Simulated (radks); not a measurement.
Values are calculated unless marked as measured or tabulated.
Species: Os2+. Configuration: [Xe] 4f14 5d6.

Level of theory: Dirac Kohn-Sham, LDA (Slater exchange, Perdew-Wang correlation), spin-unpolarised, spherical densities, point nucleus; open shells are shared between the two j in proportion to 2j + 1; speed of light set to 1370.36 atomic units (10 times the physical value, a model run) (a radial shooting solver on a logarithmic mesh with Libxc functionals).

Energy parts (eV):
| part | energy |
|---|---|
| total | -443376.66 |
| kinetic | 443678.33 |
| electron-nucleus | -1055283.38 |
| Hartree | 176721.58 |
| exchange-correlation | -8493.19 |

Orbitals (lengths in bohr, moments of r in powers of bohr; r(90%) holds 90 % of the orbital's charge):
orbital  occ.  eigenvalue (eV)  r(90%)  small-component weight
1s1/2       2        -67424.43  0.0354                7.58e-04
2s1/2       2        -11173.79   0.129                1.67e-04
2p1/2       2        -10727.62   0.115                1.68e-04
2p3/2       4        -10715.18   0.115                1.68e-04
3s1/2       2        -2591.149   0.310                5.56e-05
3p1/2       2        -2382.310   0.302                5.51e-05
3p3/2       4        -2379.636   0.303                5.51e-05
3d3/2       4        -1989.241   0.275                5.42e-05
3d5/2       6        -1988.530   0.275                5.42e-05
4s1/2       2        -543.9223   0.677                1.81e-05
4p1/2       2        -455.5640   0.694                1.72e-05
4p3/2       4        -454.9470   0.694                1.72e-05
4d3/2       4        -293.1508   0.734                1.54e-05
4d5/2       6        -293.0089   0.735                1.54e-05
5s1/2       2         -90.8474    1.58                4.16e-06
4f5/2       6         -79.2703   0.879                1.16e-05
4f7/2       8         -79.2402   0.879                1.16e-05
5p1/2       2         -64.1145    1.76                3.45e-06
5p3/2       4         -64.0183    1.77                3.45e-06
5d3/2     2.4         -23.8988    2.57                1.83e-06
5d5/2     3.6         -23.8869    2.57                1.83e-06

The highest occupied level is 5d5/2 at -23.887 eV. The density falls to 0.001 e/bohr^3 at r = 3.62 bohr.
